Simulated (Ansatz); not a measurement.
Reaction (formal loss of a carbene): `CS[SiH](N)O` → `[CH2]` (triplet) + `N[SiH](O)S`

Calculated with Ansatz (gas phase, PBE0-D4/def2-TZVP geometries, no zero-point term in ΔE). CCSD(T)/CBS is the MP2 limit (def2-TZVPP, def2-QZVPP) plus CCSD(T) − MP2 in def2-TZVPP, frozen cores. This one scheme is used for every species. DFT in def2-TZVPP. Triplets are unrestricted, without spin–orbit coupling. One conformer a species, not always the lowest.

```csv
species,ωB97M-V energy (Eh)
`CS[SiH](N)O`,-860.08191
`[CH2]` (triplet),-39.13844
`N[SiH](O)S`,-820.78221
```

(1) Work out ΔE.

Largest T1 diagnostic among the species: 0.011.

## Answers

(1) ΔE = (-39.13844) + (-820.78221) − (-860.08191) = 0.16126 Eh = +423.4 kJ/mol. CCSD(T)/CBS gives +421.6 kJ/mol.

From PBE to PBE0 (25 % exact exchange), in def2-TZVPP and without D4, ΔE moves by −9.2 kJ/mol. The D4 term adds +11.8 kJ/mol with B3LYP and +6.4 kJ/mol with PBE0; it sums over pairs of atoms, weighted by their polarisabilities, and B3LYP, whose exchange is more repulsive, gets the larger term. In def2-TZVPP, CCSD(T) changes the Hartree–Fock value by +136.7 kJ/mol (the triples alone add +12.3 kJ/mol) and MP2 by +151.1 kJ/mol.

B3LYP here is the variant with VWN-RPA as its local correlation; programs differ in this.
